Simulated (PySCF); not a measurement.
silicon monoxide (OSi), singlet, geometry from GFN2-xTB; B3LYP/def2-SVP run with PySCF.

Input for PySCF:
```python
from pyscf import gto, scf, dft

mol = gto.Mole()
mol.atom = '''
    Si   -0.000000   -0.000000   -0.548582
    O     0.000000    0.000000    0.960019
'''
mol.basis = 'def2-svp'
mol.charge = 0
mol.spin = 0
mol.verbose = 4
mol.build()

mf = dft.RKS(mol)
mf.xc = 'b3lyp'
mf.diis = False
mf.damp = 0.3
mf.diis_start_cycle = 200
mf.max_cycle = 150
mf.kernel()
mf.analyze()
```

Problem. Predict the main parts of the log of this PySCF run.

Solution. 
```
PySCF version 2.14.0

[INPUT] verbose = 4
[INPUT] num. atoms = 2
[INPUT] num. electrons = 22
[INPUT] charge = 0
[INPUT] spin (= nelec alpha-beta = 2S) = 0
[INPUT] symmetry False subgroup None
[INPUT] Mole.unit = angstrom
[INPUT] Symbol           X                Y                Z      unit          X                Y                Z       unit  Magmom
[...]
nuclear repulsion = 39.2866288853315
number of shells = 14
number of NR pGTOs = 60
number of NR cGTOs = 32
basis = def2-svp
ecp = {}

******** <class 'pyscf.dft.rks.RKS'> ********
method = RKS
initial guess = minao
damping factor = 0.3
level_shift factor = 0
DIIS disabled
SCF conv_tol = 1e-09
SCF conv_tol_grad = None
SCF max_cycles = 150
direct_scf = True
direct_scf_tol = 1e-13
XC library pyscf.dft.libxc version 7.1.2
    S. Lehtola, C. Steigemann, M. J. T. Oliveira, and M. A. L. Marques,  SoftwareX 7, 1–5 (2018)
XC functionals = b3lyp
    P. J. Stephens, F. J. Devlin, C. F. Chabalowski, and M. J. Frisch,  J. Phys. Chem. 98, 11623 (1994)
radial grids:
    Treutler-Ahlrichs [JCP 102, 346 (1995); DOI:10.1063/1.469408] (M4) radial grids

becke partition: Becke, JCP 88, 2547 (1988); DOI:10.1063/1.454033
pruning grids: <function nwchem_prune>
grids dens level: 3
symmetrized grids: False
atomic radii adjust function: <function treutler_atomic_radii_adjust>
small_rho_cutoff = 0
Set gradient conv threshold to 3.16228e-05
Initial guess from minao.
tot grids = 33264
init E= -364.57968362053
[...]
cycle= 1 E= -364.319571695367  delta_E= 0.26  |g|= 1.06  |ddm|= 1.56
[...]
cycle= 2 E= -363.211841055824  delta_E= 1.11  |g|= 2.31  |ddm|=  2.2
[...]
cycle= 3 E= -363.130903849024  delta_E= 0.0809  |g|= 2.49  |ddm|= 3.11
[...]
cycle= 4 E= -360.563496045623  delta_E= 2.57  |g|= 3.35  |ddm|= 4.28
[...]
cycle= 5 E= -361.622351873593  delta_E= -1.06  |g|= 3.28  |ddm|= 5.13
[...]
cycle= 6 E= -359.000313882829  delta_E= 2.62  |g|=  3.6  |ddm|= 5.67
[...]
cycle= 7 E= -360.918356094279  delta_E= -1.92  |g|= 3.51  |ddm|= 6.09
[...]
cycle= 8 E= -358.555829844816  delta_E= 2.36  |g|= 3.63  |ddm|= 6.18
[...]
cycle= 9 E= -360.729013850862  delta_E= -2.17  |g|= 3.57  |ddm|= 6.32
[...]
cycle= 10 E= -358.432049002398  delta_E=  2.3  |g|= 3.63  |ddm|= 6.34
[...]
cycle= 11 E= -360.672791906552  delta_E= -2.24  |g|= 3.58  |ddm|= 6.39
[...]
cycle= 12 E= -358.389697615362  delta_E= 2.28  |g|= 3.63  |ddm|=  6.4
[...]
cycle= 13 E= -360.653032819959  delta_E= -2.26  |g|= 3.59  |ddm|= 6.42
[...]
[...]
[...]
cycle= 129 E= -360.641440290512  delta_E= -2.28  |g|= 3.59  |ddm|= 6.44
[...]
cycle= 130 E= -358.365093015244  delta_E= 2.28  |g|= 3.64  |ddm|= 6.44
[...]
cycle= 131 E= -360.641440290512  delta_E= -2.28  |g|= 3.59  |ddm|= 6.44
[...]
cycle= 132 E= -358.365093015245  delta_E= 2.28  |g|= 3.64  |ddm|= 6.44
[...]
cycle= 133 E= -360.641440290512  delta_E= -2.28  |g|= 3.59  |ddm|= 6.44
[...]
cycle= 134 E= -358.365093015245  delta_E= 2.28  |g|= 3.64  |ddm|= 6.44
[...]
cycle= 135 E= -360.641440290512  delta_E= -2.28  |g|= 3.59  |ddm|= 6.44
[...]
cycle= 136 E= -358.365093015245  delta_E= 2.28  |g|= 3.64  |ddm|= 6.44
[...]
cycle= 137 E= -360.641440290512  delta_E= -2.28  |g|= 3.59  |ddm|= 6.44
[...]
cycle= 138 E= -358.365093015244  delta_E= 2.28  |g|= 3.64  |ddm|= 6.44
[...]
cycle= 139 E= -360.641440290512  delta_E= -2.28  |g|= 3.59  |ddm|= 6.44
[...]
cycle= 140 E= -358.365093015245  delta_E= 2.28  |g|= 3.64  |ddm|= 6.44
[...]
cycle= 141 E= -360.641440290512  delta_E= -2.28  |g|= 3.59  |ddm|= 6.44
[...]
cycle= 142 E= -358.365093015245  delta_E= 2.28  |g|= 3.64  |ddm|= 6.44
[...]
cycle= 143 E= -360.641440290512  delta_E= -2.28  |g|= 3.59  |ddm|= 6.44
[...]
cycle= 144 E= -358.365093015244  delta_E= 2.28  |g|= 3.64  |ddm|= 6.44
[...]
cycle= 145 E= -360.641440290512  delta_E= -2.28  |g|= 3.59  |ddm|= 6.44
[...]
cycle= 146 E= -358.365093015245  delta_E= 2.28  |g|= 3.64  |ddm|= 6.44
[...]
cycle= 147 E= -360.641440290512  delta_E= -2.28  |g|= 3.59  |ddm|= 6.44
[...]
cycle= 148 E= -358.365093015245  delta_E= 2.28  |g|= 3.64  |ddm|= 6.44
[...]
cycle= 149 E= -360.641440290512  delta_E= -2.28  |g|= 3.59  |ddm|= 6.44
[...]
cycle= 150 E= -358.365093015244  delta_E= 2.28  |g|= 3.64  |ddm|= 6.44
SCF not converged.
SCF energy = -358.365093015244
**** SCF Summaries ****
Total Energy =                        -358.365093015244383
Nuclear Repulsion Energy =              39.286628885331517
One-electron Energy =                 -569.322897612660540
Two-electron Energy =                  171.671175712084647
Two-electron Coulomb Energy =          199.878485083411988
DFT Exchange-Correlation Energy =      -28.207309371327351
HOMO-LUMO gap [eV] =                     2.510452890268246
**** MO energy ****
[...]
 ** Mulliken pop on meta-lowdin orthogonal AOs  **
 ** Mulliken pop  **
[...]
 ** Mulliken atomic charges  **
charge of    0Si =     -3.56352
charge of    1O =      3.56352
Dipole moment(X, Y, Z, Debye): -0.00000, -0.00000, 34.23888
```

Convergence was not reached.
